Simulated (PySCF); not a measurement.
# Peak assignment

Bonds (- single, = double, # triple, : aromatic): C1-C2, C2-C3, C3-C4, C4-O5, O5-C6, C6-C7, C7-C2. C1 carries H8, H9, H10; C2 carries H11; C3 carries H12, H13; C4 carries H14, H15; C6 carries H16, H17; C7 carries H18, H19. H12, H15, H16, H19 are cis to C1 on the ring; H13, H14, H17, H18 are trans to C1 on the ring.

Calculated, not measured (PySCF 2.14): GFN2-xTB geometry, NMR shieldings at PBE0/pcSseg-1/GIAO. Relativity neglected, one computed conformer, gas phase, one averaged value for each set of equivalent atoms.

References, each an isolated molecule treated in the same way: $^{13}$C, $^{1}$H vs TMS.

Q: Assign these signals to the numbered atoms. $^{13}$C{$^{1}$H} NMR (computed): δ 71.9, 38.7, 34.3, 25.3.

A: 
| δ (ppm) | atoms | environment | reason |
| --- | --- | --- | --- |
| 71.9 | C4/C6 | sp3 CH2 bonded to O | the inductive effect lowers its shielding |
| 38.7 | C3/C7 | sp3 CH2 in a ring | saturated and bonded to C and H only |
| 34.3 | C2 | sp3 CH in a ring | saturated and bonded to C and H only |
| 25.3 | C1 | methyl carbon | aliphatic region, no heteroatom directly attached |

Q: Assign these signals to the numbered atoms. $^{1}$H NMR (500 MHz, computed): δ 4.16 (m, 2H), 3.43 (m, 2H), 1.29 (m, 2H), 1.25 (m, 1H), 1.12 (m, 2H), 0.99 (d, 3H).

A: 
4.16 → H15/H16, hydrogen on an sp3 CH2 bonded to O: its carbon carries O, which withdraws density
3.43 → H14/H17, hydrogen on an sp3 CH2 bonded to O
1.29 → H13/H18, hydrogen on an sp3 CH2 in a ring
1.25 → H11, hydrogen on an sp3 CH in a ring: far from electronegative atoms and π systems
1.12 → H12/H19, hydrogen on an sp3 CH2 in a ring
0.99 → H8/H9/H10, hydrogen on a methyl carbon: far from electronegative atoms and π systems

H13/H18 and H11 lie closer than the usual error of such a calculation, so a measured spectrum could show them in the other order.

Shifts are as computed. Against solution values, carbons near 30 ppm lie about +3 ppm off and those near 130 ppm about +5 ppm. Of 1211 compounds with measured shifts, 218 miss one by over three times the rms of a fit or turn the order of signals round; such compounds aren't used in these exercises. No couplings were computed; multiplicities are counted from neighbouring protons, with m where these are inequivalent, close in shift, in a saturated or five-membered ring or joined by F or P, and br s for small geminal =CH2 splittings.
